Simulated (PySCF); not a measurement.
Si(H)(F) cation (FHSi), SMILES F[SiH] (connectivity only; charge and spin as stated), charge +1, multiplicity 2.

Coordinates come from a TPSSh-D3(BJ)/def2-TZVPD optimisation. The multiplicity is an assumed one; other spin states were not compared. The isomer is the one that the SMILES or the coordinates give; other isomers of the formula were not compared.

All values below come from CAM-B3LYP/def2-TZVPD (PySCF).

Isolated molecule, no solvent.

Question: Estimate the frontier levels, dipole moment and polarisability. (Estimate from the structure and the level; the computed values follow.)

Answer: 
```json
{
  "α spin, highest occupied and lowest empty level": "-17.00 and -9.03 eV",
  "β spin, highest occupied and lowest empty level": "-20.91 and -10.50 eV",
  "dipole_moment_about_the_centre_of_nuclear_charge": "3.79 D",
  "mean_static_polarisability": "20.5 bohr³ (3.04 Å³)",
  "polarisability_principal_values": "18.9, 19.1, 23.5 bohr³",
  "⟨S²⟩": "0.756 (pure state 0.75)"
}
```
